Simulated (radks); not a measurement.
Charge is removed step by step from the 3s1/2 level of neutral aluminium, starting from [Ne] 3s2 3p1. Calculated with a radial shooting solver on a logarithmic mesh with Libxc functionals: Dirac Kohn-Sham, PBE, spin-unpolarised, spherical densities, finite nucleus; open shells fill j = l - 1/2 first; Fermi nuclear charge, rms radius 3.061 fm.

| removed (e) | E - E(0) (eV) | eigenvalue (eV) | E minus straight line (eV) |
|---|---|---|---|
| 0 | 0.000 | -7.747 | 0.000 |
| 0.25 | 2.164 | -9.580 | -0.728 |
| 0.5 | 4.798 | -11.511 | -0.984 |
| 0.75 | 7.926 | -13.523 | -0.748 |
| 1 | 11.565 | -15.604 | 0.000 |

Removing the whole electron costs 11.565 eV by Delta-SCF, against 7.747 eV from minus the eigenvalue at the starting occupation. Slater's transition state (half an electron removed) gives 11.511 eV. Integrating minus the eigenvalue over the occupation (Janak's theorem) gives 11.565 eV. The mean slope of the eigenvalue, de/dn, is 7.86 eV per electron.
